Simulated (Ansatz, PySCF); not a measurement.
boric acid (SMILES OB(O)O) and NH3 (SMILES N) are pulled apart as rigid monomers along the line of their centres of mass, from the B3LYP-D3(BJ)/def2-TZVP minimum. Starting geometry (charge 0, multiplicity 1):
```csv
atom,x (Å),y (Å),z (Å)
O,-0.0024,-0.5718,-1.1977
B,-0.1552,-0.1962,0.1102
O,-1.3611,0.3833,0.4784
O,0.8779,-0.4118,0.9665
H,-0.7868,-0.3771,-1.7183
H,-1.3983,0.6214,1.4085
H,0.6982,-0.1194,1.8813
N,0.4022,0.4359,3.6913
H,0.3030,1.4292,3.8708
H,-0.3110,-0.0470,4.2268
H,1.3013,0.1527,4.0676
```

Interaction energies with rigid monomers; basis-set methods are counterpoise corrected unless marked otherwise.

Frozen-core correlation. Rows in 6-31G* carry no dispersion term and start afresh at each structure (6-31G* with six Cartesian d functions).

Programs: Ansatz (Gaussian orbitals); PySCF for 6-31G* rows, the dispersion terms. Values without a source in brackets are computed.

```json
[
 {"H7···N8 (Å)": "1.74", "B3LYP/6-31G* (no counterpoise) (kcal/mol)": "-11.48", "PBE0-D3(BJ)/def2-TZVPPD (kcal/mol)": "-9.74", "PBE0-D4/def2-TZVPPD (kcal/mol)": "-9.75", "wB97M-V/def2-TZVPPD (kcal/mol)": "-8.63", "CCSD(T)/aug-cc-pVDZ (kcal/mol)": "-7.34"},
 {"H7···N8 (Å)": "1.92", "B3LYP/6-31G* (no counterpoise) (kcal/mol)": "-12.40", "PBE0-D3(BJ)/def2-TZVPPD (kcal/mol)": "-10.40", "PBE0-D4/def2-TZVPPD (kcal/mol)": "-10.41", "wB97M-V/def2-TZVPPD (kcal/mol)": "-9.65", "CCSD(T)/aug-cc-pVDZ (kcal/mol)": "-8.71"},
 {"H7···N8 (Å)": "2.19", "B3LYP/6-31G* (no counterpoise) (kcal/mol)": "-11.20", "PBE0-D3(BJ)/def2-TZVPPD (kcal/mol)": "___", "PBE0-D4/def2-TZVPPD (kcal/mol)": "-9.27", "wB97M-V/def2-TZVPPD (kcal/mol)": "-8.84", "CCSD(T)/aug-cc-pVDZ (kcal/mol)": "-8.30"},
 {"H7···N8 (Å)": "2.65", "B3LYP/6-31G* (no counterpoise) (kcal/mol)": "-7.84", "PBE0-D3(BJ)/def2-TZVPPD (kcal/mol)": "-6.31", "PBE0-D4/def2-TZVPPD (kcal/mol)": "-6.32", "wB97M-V/def2-TZVPPD (kcal/mol)": "-6.10", "CCSD(T)/aug-cc-pVDZ (kcal/mol)": "___"},
 {"H7···N8 (Å)": "3.40", "B3LYP/6-31G* (no counterpoise) (kcal/mol)": "-3.85", "PBE0-D3(BJ)/def2-TZVPPD (kcal/mol)": "-3.15", "PBE0-D4/def2-TZVPPD (kcal/mol)": "-3.16", "wB97M-V/def2-TZVPPD (kcal/mol)": "-3.07", "CCSD(T)/aug-cc-pVDZ (kcal/mol)": "-3.01"}
]
```

### Question
Fill in the missing entries.

### Answer

- 2.65, CCSD(T)/aug-cc-pVDZ (kcal/mol): -5.92
- 2.19, PBE0-D3(BJ)/def2-TZVPPD (kcal/mol): -9.26

Ansatz is a first-principles code.
